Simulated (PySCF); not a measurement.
**Correlation energy of B⁺ (boron, charge +1)**

[He] 2s2, closed-shell 1S. Computed with PySCF 2.14 in def2-TZVP (5s3p2d1f, 31 functions), with no relativity, point nucleus. Frozen: 1s2; 2 electrons correlated.

Total MP2 correlation energy: -35.44 mhartree.

Same-spin part 0.00 and opposite-spin part -35.44 mhartree; SCS-MP2 scales them by 1/3 and 6/5 to -42.53 mhartree.

With two correlated electrons CCSD is exact within the correlated space (frozen core and kept virtual orbitals).

```tsv
level	correlation energy (mhartree)
CCSD	-59.46
```

Diagnostics: T1 = 0.012, D1 = 0.0167, largest double amplitude 0.151.

Question: Is a single reference adequate?

Answer: Not fully. A double-excitation amplitude exceeds 0.15, a sign of near-degeneracy.
